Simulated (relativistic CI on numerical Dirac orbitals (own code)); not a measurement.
**Electric-dipole lines of Nb VI**

Computed by Dirac-Coulomb-Breit CI, separate exchange-only KLI orbitals for each configuration, a model potential for QED, valence Slater integrals scaled by 0.85, P86 correlation estimate, and configurations built on the next ion tied to the tabulated ionisation energy (semi-empirical) (own radial code, finite nucleus).

Configurations in the expansion (outside the closed core [Ar] 3d10): 4s2 4p6, 4s2 4p5 4d, 4s2 4p5 5s, 4s2 4p5 5p, 4s2 4p5 5d, 4s2 4p5 6s, 4s2 4p5 4f, 4s2 4p5 5f, 4s2 4p4 4d2, 4s 4p6 4d, 4s 4p6 4f, 4p6 4d2, 4s2 4p4 4f2, 4s2 4p5 6p, 4s 4p5 4d2, 4s2 4p4 4d 4f, 4s2 4p5 6d, 4s2 4p5 5g, 4s 4p6 5s, 4s2 4p5 6f, 4s 4p6 5p, 4s2 4p4 4d 5s, 4p6 4f2, 4s 4p6 5d. Levels of other configurations are missing.

```csv
λ vac (nm),Lower,Upper,A (s⁻¹),log gf,S velocity/length
22.938,4s2 4p5 4d 3P°_1 [3],4s2 4p5 6f 3D_2 [219],1.94e+10,-0.12,0.53
23.352,4s2 4p5 4d 3F°_4 [5],4s2 4p5 6f 3G_5 [221],4.73e+10,0.63,0.55
23.412,4s2 4p5 4d 3F°_3 [6],4s2 4p5 6f 3G_4 [224],3.73e+10,0.44,0.56
23.556,4s2 4p5 4d 3F°_2 [7],4s2 4p5 6f 3F_3 [227],4.08e+10,0.38,0.57
23.667,4s2 4p5 4d 3D°_2 [11],4s2 4p5 6f 3F_3 [246],2.96e+10,0.24,0.57
23.740,4s2 4p5 4d 1F°_3 [12],4s2 4p5 6f 1G_4 [249],5.85e+10,0.65,0.59
23.876,4s2 4p5 4d 3D°_3 [8],4s2 4p5 6f 3F_4 [229],7.64e+10,0.77,0.60
23.997,4s2 4p5 4d 3D°_3 [8],4s2 4p5 6f 3F_3 [227],3.18e+10,0.28,0.60
25.294,4s2 4p5 4d 3P°_2 [4],4s2 4p5 5f 3D_3 [177],9.65e+10,0.81,0.57
25.319,4s2 4p5 4d 3P°_1 [3],4s2 4p5 5f 3D_2 [170],4.75e+10,0.36,0.55
25.362,4s2 4p5 4d 3P°_0 [2],4s2 4p5 5f 3D_1 [162],7.42e+10,0.33,0.58
25.530,4s2 4p5 4d 3P°_1 [3],4s2 4p5 5f 3D_1 [162],4.66e+10,0.14,0.58
25.624,4s2 4p5 4d 3P°_1 [3],4s2 4p5 5f 1D_2 [159],3.00e+10,0.17,0.59
25.733,4s2 4p5 4d 3F°_3 [6],4s2 4p5 5f 3D_3 [177],2.20e+10,0.18,0.54
26.934,4s2 4p6 1S_0 [1],4s2 4p5 4d 1P°_1 [13],1.80e+11,0.77,0.96
27.352,4s2 4p5 4d 3P°_2 [4],4s2 4p5 5f 3D_3 [138],1.84e+10,0.16,0.64
27.758,4s2 4p5 4d 3F°_4 [5],4s2 4p5 5f 3G_5 [137],1.57e+10,0.30,0.74
27.791,4s2 4p5 4d 3F°_3 [6],4s2 4p5 5f 3G_4 [141],1.68e+10,0.24,0.72
35.717,4s2 4p5 4d 3P°_1 [3],4s2 4p5 4f 3D_2 [37],9.42e+09,-0.05,1.06
36.277,4s2 4p5 4d 3P°_2 [4],4s2 4p5 4f 3D_3 [38],1.15e+10,0.20,1.03
37.995,4s2 4p5 4d 3F°_4 [5],4s2 4p5 4f 3G_5 [32],1.28e+10,0.48,1.06
38.170,4s2 4p5 4d 3F°_3 [6],4s2 4p5 4f 3G_4 [33],9.61e+09,0.28,1.08
38.852,4s2 4p5 4d 1F°_3 [12],4s2 4p5 4f 3F_4 [48],1.16e+10,0.37,1.06
39.114,4s2 4p5 4d 3D°_3 [8],4s2 4p5 4f 3F_4 [36],1.03e+10,0.33,1.06
53.489,4s2 4p5 4d 3F°_4 [5],4s2 4p5 5p 3D_3 [20],5.64e+09,0.23,0.76
54.925,4s2 4p5 4d 3F°_3 [6],4s2 4p5 5p 3D_2 [19],4.49e+09,0.01,0.71
82.353,4s2 4p5 4f 3G_5 [32],4s2 4p5 5g 3H°_6 [168],5.82e+09,0.89,0.89
83.042,4s2 4p5 4f 3G_4 [33],4s2 4p5 5g 1H°_5 [169],5.44e+09,0.79,0.88
83.325,4s2 4p5 4f 3G_3 [47],4s2 4p5 5g 3H°_4 [194],5.29e+09,0.69,0.89
84.298,4s2 4p5 4f 3F_4 [48],4s2 4p5 5g 3H°_5 [196],5.60e+09,0.82,0.88
85.015,4s2 4p5 4f 3G_3 [34],4s2 4p5 5g 1G°_4 [174],4.94e+09,0.68,0.88
85.480,4s2 4p5 4f 3D_3 [49],4s2 4p5 5g 3F°_4 [195],4.69e+09,0.67,0.89
85.951,4s2 4p5 4f 3F_4 [36],4s2 4p5 5g 3G°_5 [175],5.09e+09,0.79,0.88
87.547,4s2 4p5 4f 3D_3 [38],4s2 4p5 5g 3F°_4 [171],4.06e+09,0.62,0.88
103.68,4s2 4p5 5p 3D_1 [24],4s2 4p5 5d 3F°_2 [63],4.27e+09,0.54,0.92
104.06,4s2 4p5 5p 3D_2 [19],4s2 4p5 5d 3F°_3 [44],4.34e+09,0.69,0.95
107.40,4s2 4p5 5p 3D_3 [20],4s2 4p5 5d 3F°_4 [43],4.69e+09,0.86,0.95
107.49,4s2 4p5 5p 1P_1 [21],4s2 4p5 5d 1D°_2 [45],3.08e+09,0.43,0.92
107.80,4s2 4p5 5p 3D_2 [25],4s2 4p5 5d 3F°_3 [66],4.65e+09,0.75,0.92
109.12,4s2 4p5 5p 3P_1 [26],4s2 4p5 5d 3D°_2 [65],3.92e+09,0.54,0.86
109.37,4s2 4p5 5p 3P_2 [22],4s2 4p5 5d 3D°_3 [46],3.57e+09,0.65,0.92
119.94,4s2 4p5 5d 3D°_3 [46],4s2 4p5 5f 3F_4 [147],2.40e+09,0.67,0.94
124.69,4s2 4p5 5d 3F°_4 [43],4s2 4p5 5f 3G_5 [137],2.72e+09,0.84,0.96
162.01,4s2 4p5 5s 3P°_2 [14],4s2 4p5 5p 3D_3 [20],8.42e+08,0.37,0.64
230.62,4s2 4p5 6p 3D_3 [110],4s2 4p5 6d 3F°_4 [156],1.24e+09,0.95,0.90
```

Terms are leading LS components. Brackets give the number of a level in order of energy, since labels repeat. The list gives strong lines, with weight on those to low levels, without configurations that were not tied to measured data, among the lowest 300 of 859 levels, so that lines to higher ones, which can be the strongest, are missing. Levels whose partners in the same complex of configurations lie outside the list can be far off, and so can their lines. Rates are taken at the computed energies, electric ones in the length gauge. A velocity-to-length ratio far from 1 marks an uncertain rate.

Configurations that consist of the next ion and one excited electron were tied to the tabulated ionisation energy; Rydberg ones are usually within 1,000 to 3,000 cm⁻¹ and the lowest ones within about 6,000 (9,000 in d shells), while levels on excited terms of the next ion carry the error of that term, and the other configurations can be misplaced by 10,000 cm⁻¹ or more. Rates follow the energies as ν³ (E1, M1) or ν⁵ (E2), so rates, branching and lifetimes can be off by large factors.

LS names give the leading component of a level, which can be under half, so a name can repeat, a term be missing and a line seem to break the LS rules.
